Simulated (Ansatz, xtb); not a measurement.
Breaking a bond: AlB, lowest triplet found (which spin is the ground state isn't settled by this scan). Each curve is given relative to its own lowest point between 1.70 and 2.20 Å, where full CI is lowest.

| R / Å | A | B | C |
|---|---|---|---|
| 1.48 | 183.7 | 162.5 | 152.8 |
| 1.60 | 77.8 | 85.8 | 79.8 |
| 1.70 | 32.7 | 45.9 | 42.3 |
| 1.78 | 13.5 | 25.3 | 23.1 |
| 1.88 | 2.3 | 9.7 | 8.7 |
| 1.95 | 0.0 | 3.8 | 3.2 |
| 2.02 | 0.6 | 0.8 | 0.6 |
| 2.08 | 2.7 | 0.0 | 0.0 |
| 2.15 | 6.5 | 0.7 | 0.7 |
| 2.20 | 9.8 | 2.0 | 1.4 |

Energies in mEh.

### Question
Assign the columns to these levels of theory: full CI/aug-cc-pVDZ, frozen core (Ansatz, a quantum-chemistry and plane-wave program); GFN1-xTB (xtb); unrestricted BLYP/aug-cc-pVDZ (Ansatz).

### Answer
A is GFN1-xTB; B is FCI; C is UKS-BLYP.

The scan ran from 1.48 to 6.98 Å; beyond the distances shown full CI changes its symmetry label.
